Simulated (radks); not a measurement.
Values are calculated unless marked as measured or tabulated.
Question: Ionisation of the beryllium ion Be+, [He] 2s1, to Be2+, [He], under several functionals. Dirac Kohn-Sham, spin-unpolarised, spherical densities, point nucleus; a radial shooting solver on a logarithmic mesh with Libxc functionals. Known Delta-SCF values: B86b exchange with PBE correlation 17.959 eV; Wu-Cohen GGA 17.754 eV; revPBE 17.973 eV. What does LDA (Slater exchange, Perdew-Zunger correlation) give, and what is its highest occupied eigenvalue?

Answer: 17.779 eV by Delta-SCF; the 2s1/2 eigenvalue is -13.647 eV. NIST: 18.211 eV (measured).

Beside tabulated values, note that spin-unpolarised runs miss the spin-polarisation part of the exchange energy of open shells.
